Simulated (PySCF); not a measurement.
B(H)(Cl)(OH) (BClH2O), SMILES OBCl.

Geometry optimised at B3LYP-D3(BJ)/def2-TZVP. One conformer was computed; it need not be the lowest.

All values below come from CAM-B3LYP/def2-TZVPD run with PySCF.

Symmetry labels are those of the subgroup Cs that the program uses (full group Cs).

Task: List the valence orbital energies around the gap with their symmetry. (An estimate is asked for; the answer gives what the named calculation found.)

Result: 
| orbital | symmetry | energy (eV) |
|---|---|---|
| HOMO−7 | A' | -25.07 |
| HOMO−6 | A' | -18.25 |
| HOMO−5 | A' | -14.97 |
| HOMO−4 | A' | -14.09 |
| HOMO−3 | A" | -13.00 |
| HOMO−2 | A' | -11.62 |
| HOMO−1 | A" | -10.96 |
| HOMO | A' | -10.60 |
| LUMO | A' | 0.37 |
| LUMO+1 | A" | 0.57 |
| LUMO+2 | A' | 1.14 |
| LUMO+3 | A' | 1.36 |
